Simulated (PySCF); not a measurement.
Basis-set dependence of population analyses: `CC(=O)O[SiH2]O`

Compound: C2H6O3Si.
SMILES with atom numbers: `[CH3:1][C:2](=[O:3])[O:4][SiH2:5][OH:6]` (hydrogens: H7, H8, H9 on C1; H10, H11 on Si5; H12 on O6)

PBE0 throughout (PySCF), one geometry, spherical d and f functions. One conformer (not necessarily the lowest) at the PBE0-D3(BJ)/def2-SVP geometry, without solvent, vibrations or thermal averaging. Atoms taken as equivalent share a column and are averaged. The first 7 of 9 kinds of atom are listed.

Mulliken charges (e):

```
        basis  functions      C1      C2      O3      O4     Si5      O6  H7/H8/H9
       STO-3G         40  -0.260  +0.236  -0.265  -0.345  +0.828  -0.454    +0.098
        6-31G         70  -0.535  +0.538  -0.442  -0.693  +1.123  -0.821    +0.212
     pcSseg-0         70  -0.675  +0.640  -0.514  -0.801  +1.241  -0.872    +0.269
       6-31G*        100  -0.614  +0.609  -0.468  -0.571  +0.862  -0.753    +0.218
      cc-pVDZ        118  -0.050  +0.197  -0.287  -0.398  +0.638  -0.360    +0.078
     def2-SVP        118  -0.064  +0.206  -0.286  -0.450  +0.781  -0.410    +0.078
  aug-cc-pVDZ        196  +0.272  +0.703  -0.561  -0.811  +0.348  -0.741    -0.048
6-311+G(2d,p)        206  -0.690  +0.687  -0.510  -0.630  +1.134  -0.722    +0.177
    def2-TZVP        228  -0.359  +0.357  -0.392  -0.327  +0.521  -0.519    +0.148
      cc-pVTZ        268  -0.275  +0.307  -0.334  -0.295  +0.493  -0.376    +0.119
     IGLO-III        279  -0.404  +0.465  -0.473  -0.506  +1.200  -0.669    +0.148
     pcSseg-2        307  -0.041  +0.441  -0.448  -0.527  +0.997  -0.533    +0.057
```

IAO charges (e):

| basis | functions | C1 | C2 | O3 | O4 | Si5 | O6 | H7/H8/H9 |
| --- | --- | --- | --- | --- | --- | --- | --- | --- |
| STO-3G | 40 | -0.442 | +0.269 | -0.281 | -0.407 | +1.008 | -0.593 | +0.151 |
| 6-31G | 70 | -0.478 | +0.490 | -0.438 | -0.546 | +1.038 | -0.759 | +0.181 |
| pcSseg-0 | 70 | -0.479 | +0.489 | -0.434 | -0.546 | +1.060 | -0.746 | +0.178 |
| 6-31G* | 100 | -0.469 | +0.543 | -0.458 | -0.583 | +1.183 | -0.792 | +0.172 |
| cc-pVDZ | 118 | -0.469 | +0.541 | -0.452 | -0.578 | +1.169 | -0.788 | +0.171 |
| def2-SVP | 118 | -0.459 | +0.537 | -0.453 | -0.576 | +1.185 | -0.785 | +0.168 |
| aug-cc-pVDZ | 196 | -0.476 | +0.550 | -0.469 | -0.583 | +1.181 | -0.809 | +0.176 |
| 6-311+G(2d,p) | 206 | -0.478 | +0.551 | -0.471 | -0.591 | +1.215 | -0.818 | +0.177 |
| def2-TZVP | 228 | -0.480 | +0.556 | -0.471 | -0.594 | +1.228 | -0.819 | +0.176 |
| cc-pVTZ | 268 | -0.482 | +0.555 | -0.468 | -0.591 | +1.214 | -0.814 | +0.176 |
| IGLO-III | 279 | -0.480 | +0.553 | -0.471 | -0.593 | +1.224 | -0.821 | +0.177 |
| pcSseg-2 | 307 | -0.480 | +0.555 | -0.471 | -0.594 | +1.226 | -0.820 | +0.177 |

Hirshfeld charges (e):

```tsv
basis	functions	C1	C2	O3	O4	Si5	O6	H7/H8/H9
STO-3G	40	-0.046	+0.166	-0.217	-0.210	+0.548	-0.280	+0.027
6-31G	70	-0.096	+0.229	-0.241	-0.228	+0.490	-0.343	+0.059
pcSseg-0	70	-0.105	+0.228	-0.232	-0.211	+0.511	-0.339	+0.056
6-31G*	100	-0.096	+0.228	-0.240	-0.201	+0.455	-0.318	+0.058
cc-pVDZ	118	-0.113	+0.222	-0.228	-0.187	+0.462	-0.307	+0.058
def2-SVP	118	-0.117	+0.232	-0.235	-0.188	+0.469	-0.312	+0.059
aug-cc-pVDZ	196	-0.124	+0.224	-0.235	-0.203	+0.485	-0.324	+0.063
6-311+G(2d,p)	206	-0.115	+0.220	-0.237	-0.204	+0.487	-0.324	+0.062
def2-TZVP	228	-0.119	+0.225	-0.236	-0.197	+0.474	-0.320	+0.062
cc-pVTZ	268	-0.121	+0.226	-0.234	-0.194	+0.472	-0.318	+0.062
IGLO-III	279	-0.124	+0.224	-0.236	-0.196	+0.473	-0.319	+0.063
pcSseg-2	307	-0.124	+0.227	-0.235	-0.200	+0.484	-0.325	+0.063
```

ESP-fitted charges (e):

| basis | functions | C1 | C2 | O3 | O4 | Si5 | O6 | H7/H8/H9 |
| --- | --- | --- | --- | --- | --- | --- | --- | --- |
| STO-3G | 40 | -0.698 | +0.793 | -0.457 | -0.516 | +0.900 | -0.587 | +0.175 |
| 6-31G | 70 | -0.753 | +1.111 | -0.673 | -0.788 | +1.163 | -0.918 | +0.208 |
| pcSseg-0 | 70 | -0.854 | +1.112 | -0.657 | -0.752 | +1.245 | -0.870 | +0.232 |
| 6-31G* | 100 | -0.661 | +0.855 | -0.554 | -0.559 | +0.829 | -0.690 | +0.191 |
| cc-pVDZ | 118 | -0.613 | +0.821 | -0.536 | -0.534 | +0.785 | -0.631 | +0.178 |
| def2-SVP | 118 | -0.634 | +0.881 | -0.569 | -0.576 | +0.882 | -0.671 | +0.181 |
| aug-cc-pVDZ | 196 | -0.659 | +0.875 | -0.578 | -0.564 | +0.824 | -0.666 | +0.192 |
| 6-311+G(2d,p) | 206 | -0.688 | +0.881 | -0.581 | -0.575 | +0.845 | -0.692 | +0.200 |
| def2-TZVP | 228 | -0.682 | +0.877 | -0.576 | -0.555 | +0.824 | -0.668 | +0.197 |
| cc-pVTZ | 268 | -0.658 | +0.847 | -0.557 | -0.541 | +0.810 | -0.644 | +0.191 |
| IGLO-III | 279 | -0.648 | +0.850 | -0.566 | -0.547 | +0.804 | -0.654 | +0.191 |
| pcSseg-2 | 307 | -0.694 | +0.920 | -0.597 | -0.595 | +0.897 | -0.701 | +0.199 |

Some averages cover members that differ in this geometry, most widely: H7/H8/H9, Mulliken in aug-cc-pVDZ -0.097 to -0.023 e.

Problem. Which scheme is steadiest as the basis changes?

Solution. Largest range over the bases for any column: Hirshfeld 0.09 e, IAO 0.29 e, ESP-fitted 0.46 e, Mulliken 0.96 e. Hirshfeld charges move least and Mulliken charges most, counted in e. Without the minimal STO-3G basis the ranges are Hirshfeld 0.06, IAO 0.19, ESP-fitted 0.46, Mulliken 0.96 e.

Problem. How much do the charges still move between the two largest bases, IGLO-III and pcSseg-2?

Solution. At most, over all atoms: Mulliken 0.364 e, IAO 0.002 e, Hirshfeld 0.012 e, ESP-fitted 0.093 e.

Problem. What do the same runs give for the total energy, the frontier levels and the dipole moment?

Solution. 
| basis | energy (Eh) | HOMO (eV) | LUMO (eV) | μ (D) |
| --- | --- | --- | --- | --- |
| STO-3G | -587.1644 | -4.39 | 3.64 | 1.65 |
| 6-31G | -594.4426 | -8.47 | -0.26 | 3.11 |
| pcSseg-0 | -593.5456 | -8.49 | -0.37 | 3.02 |
| 6-31G* | -594.6013 | -8.25 | 0.06 | 2.72 |
| cc-pVDZ | -594.6394 | -8.21 | 0.05 | 2.56 |
| def2-SVP | -594.3111 | -8.39 | -0.08 | 2.62 |
| aug-cc-pVDZ | -594.6679 | -8.46 | -0.33 | 2.81 |
| 6-311+G(2d,p) | -594.7438 | -8.53 | -0.32 | 2.84 |
| def2-TZVP | -594.7770 | -8.47 | -0.25 | 2.78 |
| cc-pVTZ | -594.7637 | -8.41 | -0.18 | 2.70 |
| IGLO-III | -594.7818 | -8.50 | -0.30 | 2.80 |
| pcSseg-2 | -594.7832 | -8.52 | -0.30 | 2.85 |

The dipole is fixed by the density alone, so its range of 1.46 D shows that the density itself changes with the basis, not only its division among atoms.
